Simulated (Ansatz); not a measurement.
Isolated molecules relaxed with PBE0-D4/def2-TZVP in Ansatz; ΔE leaves out vibrations. CCSD(T)/CBS adds triple-zeta CCSD(T) − MP2 to the extrapolated MP2 energy (def2 sets, frozen cores). DFT in def2-TZVPP. Elements past krypton have def2 core potentials. For Br, Ge, In outer-core shells are correlated without core-valence functions, which leaves a few kJ/mol of doubt a bond. Scalar relativity is left out up to krypton. One conformer a species, not always the lowest.

Consider the ligand exchange at the Si–O bond: `[SiH3][O][In]([SH])[Br]` + `[OH][GeH]([F])[F]` → `[F][GeH]([F])[O][SiH3]` + `[OH][In]([SH])[Br]`.

| level | ΔE (eV) |
| --- | --- |
| r2SCAN-D4 | 0.03 |
| PBE0-D4 | 0.04 |

(1) What does CCSD(T)/CBS give? (An estimate is asked.)

Largest T1 diagnostic among the species: 0.013.

Answers

(1) Computed: +0.05 eV. The listed levels differ from it by -0.02, -0.01 eV.
